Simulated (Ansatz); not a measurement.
`C[SiH](S)Br` → HBr + `C[Si]S` at 600 K and 1 bar (silylene formation by 1,1-elimination).

Computed with Ansatz on PBE0-D4/def2-TZVP structures; ΔE is electronic, products minus reactants. CCSD(T)/CBS is the MP2 limit (def2-TZVPP, def2-QZVPP) plus CCSD(T) − MP2 in def2-TZVPP, frozen cores. For Br outer-core shells are correlated without core-valence functions, which leaves a few kJ/mol of doubt a bond. Scalar relativity is left out up to krypton. One conformer a species, not always the lowest.

| species | CCSD(T)/CBS energy (Eh) | H − E (kJ/mol) | S (J/(mol·K)) |
| --- | --- | --- | --- |
| `C[SiH](S)Br` | -3301.32855 | 206.8 | 438.5 |
| HBr | -2573.91920 | 33.5 | 219.1 |
| `C[Si]S` | -727.30578 | 163.9 | 366.9 |

H − E and S are ideal-gas, rigid-rotor, harmonic terms from PBE0-D4/def2-TZVP, for one conformer and one mirror image of each species. 1 Eh = 2625.50 kJ/mol, R = 8.31446 J/(mol·K).

Q: By hand: ΔE, ΔH, ΔS and ΔG.

A: ΔE = (-2573.91920) + (-727.30578) − (-3301.32855) = 0.10357 Eh = 271.9 kJ/mol. Δ(H − E) = 33.5 + 163.9 − 206.8 = -9.4, so ΔH = 262.5 kJ/mol. ΔS = 219.1 + 366.9 − 438.5 = 147.5 J/(mol·K). ΔG = 262.5 − 600 × (147.5)/1000 = 174.0 kJ/mol.

Q: By hand: the equilibrium constant, and the temperature at which ΔG would vanish if ΔH and ΔS stayed fixed.

A: log₁₀ K = −ΔG/(RT ln 10) = -15.1. ΔG = 0 at ΔH/ΔS = 1780 K.

The number of gas molecules changes by +1, which sets the sign of ΔS. A doubt of 5 kJ/mol in ΔE shifts log₁₀ K by 0.4 here. Other conformers and mirror images would add mixing entropy, several J/(mol·K) or more a flexible species. These are equilibria of isolated gas molecules and say nothing of rates. Largest T1 diagnostic: 0.014 (customary marks: 0.02 for closed shells, 0.045 for open ones).
